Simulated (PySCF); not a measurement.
# Functional dependence of a UV spectrum

Species: C4H7B.
SMILES: `B[C@H]1C=CC1`

Linear-response calculations in the def2-SVPD basis (PySCF; singlets by full response, triplets Tamm–Dancoff, core orbitals frozen in the response; HF means time-dependent Hartree–Fock). 'Strongest' is the level of largest summed f among the singlets computed (10 roots, of which the last may lack a degenerate partner); it can jump between rows when another state enters that window. S1 is the lowest singlet of each run and needn't be the same state throughout; f(S1) is that of one state. The structure is a single PBE0-D3(BJ)/def2-SVP conformer in the gas phase; no vibrational or solvent corrections.

| functional | kind | S1 (eV) | f(S1) | strongest (eV) | T1 (eV) | HOMO (eV) | gap (eV) | ionisation energy, ΔSCF (eV) |
| --- | --- | --- | --- | --- | --- | --- | --- | --- |
| LDA | LDA | 3.63 | 0.004 | 6.65 | 3.47 | -6.18 | 3.55 | 9.38 |
| PBE | GGA | 3.75 | 0.003 | 6.65 | 3.56 | -6.03 | 3.69 | 9.18 |
| B3LYP | global hybrid, 20% exact exchange | 4.37 | 0.003 | 7.17 | 4.15 | -6.90 | 5.35 | 9.26 |
| PBE0 | global hybrid, 25% exact exchange | 4.55 | 0.003 | 6.80 | 4.17 | -7.12 | 5.81 | 9.23 |
| BHandHLYP | global hybrid, 50% exact exchange | 5.18 | 0.003 | 7.00 | 4.08 | -8.05 | 7.80 | 9.09 |
| CAM-B3LYP | range-separated hybrid | 4.99 | 0.003 | 6.94 | 4.19 | -8.42 | 8.21 | 9.31 |
| wB97X-D | range-separated hybrid | 5.13 | 0.003 | 7.01 | 4.32 | -8.94 | 9.59 | 9.25 |
| LC-wPBE | range-separated hybrid | 5.53 | 0.003 | 7.18 | 4.07 | -9.80 | 10.85 | 9.36 |
| HF | Hartree–Fock | 6.16 | 0.003 | 7.10 | 3.56 | -9.45 | 11.54 | not settled |

S1 runs from 3.63 eV (LDA) to 6.16 eV (HF), a spread of 2.53 eV, while the orbital gap spreads over 8.0 eV. Along PBE (0%), B3LYP (20%), PBE0 (25%), BHandHLYP (50%), HF (100%) S1 rises with the share of exact exchange. −ε(HOMO) comes closest to its own ΔSCF ionisation energy with wB97X-D (-0.30 eV) and misses most with LDA (-3.20 eV). 'Not settled' means that the ion's SCF failed to converge or may have ended in another state than the lowest.
